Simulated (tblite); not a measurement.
Compound: pentafluorogermanate anion, GeF₅ (charge -1).
SMILES: `[F][Ge-]([F])([F])([F])[F]`

Method: GFN2-xTB as coded in tblite; computed harmonic values from a numerical Hessian at the method's own geometry, unscaled. The method is semi-empirical: single wavenumbers can be off by several per cent or more.

Harmonic wavenumbers (cm⁻¹): 66.5, 66.6, 236.5, 236.5, 251.3, 251.4, 270.5, 366.1, 395.2, 442.3, 442.5, 445.7.

A = 2871, B = 2447, C = 2446 MHz; mass 168.913 u (most abundant isotopes); point group D3h, symmetry number 6.

Zero-point energy?

Half the sum of the wavenumbers: 1736 cm⁻¹ = 4.96 kcal/mol.

Give the ideal-gas entropy at 200 K and 1 bar in the rigid-rotor, harmonic-oscillator model (classical rotation).

Translation 39.32, rotation 22.58, vibration 14.41: S = 76.3 cal/(mol K).

And Cp and H(200 K) − H(0)?

Cp = 24.42 cal/(mol K), of which vibrations give 16.47 (their classical limit is 12 R = 23.8); H(200 K) − H(0) = 3.24 kcal/mol without the zero-point energy, 1.65 from vibrations.

Blend soft modes into free rotors: weight 1/[1 + (100 cm⁻¹/ν̃)⁴] for the oscillator and the rest for a rotor with moment μB/(μ + B), μ = h/(8π²ν), B = 10⁻⁴⁴ kg m². What vibrational entropy results?

13.47 cal/(mol K) in place of 14.41, which changes −T·S at 200 K by +0.19 kcal/mol.

How do the functions run with temperature in this model?

| T (K) | S (cal/(mol K)) | Cp (cal/(mol K)) | H − H(0) (kcal/mol) | G − H(0) (kcal/mol) | ln q(vib) |
| --- | --- | --- | --- | --- | --- |
| 50 | 52.9 | 11.3 | 0.47 | -2.18 | 0.32 |
| 100 | 62.2 | 16.3 | 1.15 | -5.07 | 1.12 |
| 298.15 | 86.8 | 27.9 | 5.83 | -20.05 | 5.10 |
| 373.15 | 93.2 | 29.1 | 7.97 | -26.81 | 6.51 |
| 500 | 101.9 | 30.2 | 11.74 | -39.21 | 8.65 |
| 750 | 114.4 | 31.1 | 19.43 | -66.34 | 12.07 |
| 1000 | 123.3 | 31.4 | 27.24 | -96.10 | 14.77 |

q(vib) and H(0) count from the zero-point level.

Hindered rotation and anharmonicity are outside this model.
